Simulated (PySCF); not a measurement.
# Basis and Hamiltonian dependence of the excitation energy of Sc

Sc [Ar] 3d1 4s2 (2D) → Sc [Ar] 3d2 4s1, s spin flipped. Calculated with PySCF 2.14 from differences of total energies of unrestricted determinants, without spin-orbit coupling. Values in eV.

| basis | Hamiltonian | functions | UHF | PBE | PBE0 | MP2 (valence) |
| --- | --- | --- | --- | --- | --- | --- |
| aug-cc-pVDZ-DK | spin-free X2C | 59 | 1.701 | 1.246 | 1.312 | 1.973 |
| x2c-TZVPPall | spin-free X2C | 64 | 1.692 | 1.254 | 1.323 | 1.977 |
| def2-TZVPPD | non-relativistic | 67 | 1.550 | n/a | n/a | 1.846 |
| aug-cc-pVTZ-DK | spin-free X2C | 93 | 1.676 | 1.249 | 1.317 | 1.966 |
| x2c-QZVPPall | spin-free X2C | 96 | 1.677 | 1.242 | 1.311 | 1.960 |
| dyall-av2z | non-relativistic | 101 | 1.580 | 1.148 | 1.206 | 1.879 |

Frozen in the all-electron rows: valence: [Ar].

In the upper determinant the s electron has its spin opposite to the other open shell, which mixes two multiplicities. Non-relativistic rows lack the scalar-relativistic shift.
